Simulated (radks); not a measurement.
Values are calculated unless marked as measured or tabulated.
Q: Isoelectronic series with 7 electrons, all held in the configuration [He] 2s2 2p3, which need not be the ground one along the series. Code: a radial shooting solver on a logarithmic mesh with Libxc functionals. Model: Dirac Kohn-Sham, BLYP, spin-unpolarised, spherical densities, finite nucleus; open shells fill j = l - 1/2 first; Fermi nuclear charge, rms radius of each element as measured or else 0.836 A^(1/3) + 0.57 fm. Total energies (hartree) and mean radii <r> (bohr):

ion,E (hartree),2p3/2,2p1/2,2s1/2
N,-54.51902,1.487,1.485,1.321
Mg5+,-187.08768,0.5757,0.5742,0.6279
Cl10+,-401.83404,0.3633,0.3614,0.4103
Ti15+,-699.61059,0.2658,0.2635,0.3041
Co20+,-1081.69298,0.2095,0.2068,0.2411
Ge25+,-1549.76006,0.1729,0.1697,0.1991
Mo35+,-2752.79444,0.1279,0.1238,0.1466
Ag40+,-3493.50704,0.1131,0.1085,0.1290
Te45+,-4331.83520,0.1012,0.09617,0.1148
La50+,-5272.2970,0.09159,0.08602,0.1031
Sm55+,-6320.2409,0.08357,0.07747,0.09319
Ho60+,-7482.1238,0.07678,0.07015,0.08473
Hf65+,-8765.6074,0.07095,0.06378,0.07737

Estimate the row of Rb30+.

A: E (hartree) -2105.92822; 2p3/2 0.1471; 2p1/2 0.1434; 2s1/2 0.1692.
